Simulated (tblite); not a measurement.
A tight-binding relaxation on `COCC1=CC=[O+][GaH2-][S]1`.

Computed with GFN2-xTB geometry optimisation, gas phase (tblite 0.8.0). Start geometry: from a force field or distance geometry. A driver script takes a list of jobs; this job's settings line and coordinates (Å) are shown.

Command:
```bash
OMP_NUM_THREADS=1 python probes_run.py task.json out
```

Input:
```
{"job": {"kind": "relax", "xc": "GFN2-xTB", "basis": "xTB"}, "charge": 0, "multiplicity": 1}
C      3.299200    -0.483000     0.224100
O      1.894700    -0.581300     0.330300
C      1.298700     0.426500    -0.329500
C     -0.183800     0.315400    -0.212700
C     -0.668000    -0.685700     0.493500
C     -2.034500    -1.030500     0.761000
O     -3.079300    -0.507100     0.438500
Ga    -3.261600     0.990000    -0.565900
S     -1.127800     1.572300    -1.036700
H      3.527700    -0.538300    -0.871100
H      3.760300    -1.328300     0.767500
H      3.576000     0.501400     0.644400
H      1.607000     0.363000    -1.399900
H      1.581500     1.438400     0.025800
H      0.092200    -1.360600     0.931100
H     -2.157500    -1.957100     1.411800
H     -4.113500     0.743600    -1.921400
H     -4.019900     2.127600     0.297400
```

Give the output.

```
step      E/eV     max force
  0    -758.04936    4.178
  1    -758.44919    1.756
  2    -758.56862    1.215
  3    -758.64493    0.510
  4    -758.66918    0.422
  5    -758.68966    0.339
  6    -758.70313    0.271
  7    -758.71715    0.323
  8    -758.72660    0.342
  9    -758.73343    0.258
... (26 lines left out)
 36    -758.75593    0.019
 37    -758.75597    0.015
 38    -758.75600    0.015
 39    -758.75605    0.018
 40    -758.75610    0.017
 41    -758.75614    0.017
 42    -758.75618    0.014
 43    -758.75621    0.015
 44    -758.75623    0.013
 45    -758.75625    0.009
```

«max force» is the largest atomic force in eV/Å.

From which step on does the largest force stay under 0.1 eV/Å, and how much energy is left to gain from there?

From step 15 (0.090 eV/Å), 4.6 meV above the end.

Summary of the converged run: energy lowered by 16.3 kcal/mol over 45 steps; largest atomic force 0.009 eV/Å at the end.

Give the final coordinates.

0.098 Å rms from the input after alignment:
```
atom  x, y, z in Å
C1     3.3613   -0.4578    0.1995
O2     1.9664   -0.5816    0.3347
C3     1.2677    0.4285   -0.3413
C4    -0.2217    0.2890   -0.1906
C5    -0.7112   -0.7745    0.5496
C6    -2.0431   -1.0727    0.7889
O7    -3.0518   -0.4207    0.3763
Ga8   -3.3941    1.1230   -0.6347
S9    -1.0762    1.5182   -1.0013
H10    3.6656   -0.5248   -0.8515
H11    3.7975   -1.2824    0.7586
H12    3.7176    0.4938    0.6111
H13    1.5090    0.4134   -1.4174
H14    1.5641    1.4224    0.0335
H15    0.0339   -1.4309    0.9737
H16   -2.2593   -1.9613    1.3935
H17   -4.1168    0.6655   -1.9199
H18   -4.0177    2.1593    0.3255
```

Time: 0.33 s of wall time. Hardware: one thread of an Arm Neoverse V2, no GPU, on a shared host.
Labels such as C1 count atoms from 1, the log's own numbers from 0.
